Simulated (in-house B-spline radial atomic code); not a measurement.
Computed with a B-spline radial atomic code. Model: two electrons, singlet ground state, non-relativistic, full CI in B-splines with partial waves to l = 8 (at full coupling up to 3e-4 hartree above the limit, correlation up to 0.6 % small), density held at that of full coupling by Lieb maximisation.

W(λ) is the mean repulsion in the state of coupling λ less the Hartree energy of the fixed density. Its start is exact exchange, its initial slope is twice the second-order Görling-Levy correlation energy, and its area from 0 to 1 is E_xc. A straight curve means weak, dynamic correlation, and a curve that drops fast and flattens means strong correlation.

Command:
```bash
python run_ac.py task.json out
```
Settings (lengths in bohr, energies in hartree):
```
potential              coulomb
strength               0.542
lmax                   8
wall_radius            6.82
```

Cost of the run: 5.5 s on 1 thread of Intel(R) Xeon(R) Processor @ 2.30GHz, on a shared host.

**W = mean repulsion less Hartree energy, and W of three functionals.**

Given: confinement point charge; nuclear charge 0.542; hard wall radius 6.82 bohr; external potential -Z/r.

Computed: LDA exchange minus exact 42.906 millihartree; PBE exchange minus exact 11.436 millihartree.

| coupling | W xc (hartree) | W xc minus exchange (millihartree) | kinetic minus Kohn-Sham (millihartree) | LDA (PW92) W minus its exchange (millihartree) | PBE W minus its exchange (millihartree) | SCAN W minus its exchange (millihartree) |
| --- | --- | --- | --- | --- | --- | --- |
| 0 | -0.29996 | 0 | 0 | 0 | 0 | 0 |
| 0.02 | -0.30187 | -1.905 | 0.02 | -9.13 | -2.47 | -1.87 |
| 0.05 | -0.30461 | -4.648 | 0.11 | -17.72 | -6.09 | -4.51 |
| 0.12 | -0.31052 | -10.558 | 0.61 | -31.8 | -13.83 | -10.16 |
| 0.25 | ? | ? | ? | ? | ? | ? |
| 0.4 | -0.32885 | -28.888 | 5.21 | -64.04 | -37.14 | -27.86 |
| 0.6 | ? | ? | ? | ? | ? | ? |
| 0.8 | -0.34583 | -45.866 | 15.13 | -89.2 | -58.42 | -45.05 |
| 1 | -0.35193 | -51.966 | 20.6 | -97.93 | -66.18 | -51.47 |
| 1.4 | -0.36126 | -61.3 | 31.7 | -111.29 | -78.31 | -61.55 |
| 2 | -0.37089 | -70.93 | 47.87 | -125.34 | -91.31 | -72.17 |
| 3 | -0.38099 | -81.025 | 72.68 | -140.69 | -105.73 | -83.34 |
| 4.5 | -0.38986 | -89.9 | 105.35 | -155 | -119.31 | -92.78 |
| 7 | -0.39806 | -98.099 | 151.43 | -169.13 | -132.83 | -100.7 |
| 10 | -0.40363 | -103.66 | 198.02 | -179.33 | -142.64 | -105.39 |

**Question.** What belongs in the row 0.25?

**Answer.** W xc (hartree): -0.31995; W xc minus exchange (millihartree): -19.983; kinetic minus Kohn-Sham (millihartree): 2.34; LDA (PW92) W minus its exchange (millihartree): -49.54; PBE W minus its exchange (millihartree): -25.92; SCAN W minus its exchange (millihartree): -19.18.

**Question.** What belongs in the row 0.6?

**Answer.** W xc (hartree): -0.33832; W xc minus exchange (millihartree): -38.36; kinetic minus Kohn-Sham (millihartree): 9.91; LDA (PW92) W minus its exchange (millihartree): -78.31; PBE W minus its exchange (millihartree): -48.99; SCAN W minus its exchange (millihartree): -37.33.

**Question.** What is the SCAN exchange minus exact?

**Answer.** 0.13022 millihartree.

**Energy parts, natural occupations and partial-wave weights.**

Computed: exchange energy -0.29996 hartree; correlation energy -0.031364 hartree; kinetic part of the DFT correlation energy 0.020602 hartree; initial slope twice GL2 -0.09678 hartree; kinetic part over minus potential part 0.39645; Hartree energy 0.59993 hartree; Lieb Oxford ratio E_xc over LDA exchange 1.2889.

| natural | occupation of the shell (electrons) |
| --- | --- |
| s | 1.8991 |
| p | 0.083522 |
| s | ? |
| d | 0.0012127 |
| p | 0.00047646 |
| f | 0.00012783 |

**Question.** What belongs in the row s?

**Answer.** occupation of the shell (electrons): 0.015387.

```
wave      weight
   s     0.95726
   p     0.04201
   d  0.00063844
   f           ?
   g  1.5196e-05
```

**Question.** What belongs in the row f?

**Answer.** weight: 7.1329e-05.

**Question.** What is the Kohn-Sham kinetic?

**Answer.** 0.25045 hartree.

**Question.** What is the total energy?

**Answer.** 0.0252 hartree.

Half-way to full coupling W has made 65 % of its drop, against 50 % for a straight line, and second-order (GL2) theory, half the initial slope, overshoots the correlation energy by about 54 %: a marked bend. Over couplings 0 to 1 the errors in E_xc come to about +8.4 millihartree for LDA, +2.7 millihartree for PBE, +0.9 millihartree for SCAN, so SCAN is nearest. In LDA and PBE the errors of exchange and correlation have opposite signs, so the sum is smaller than the larger of the two.
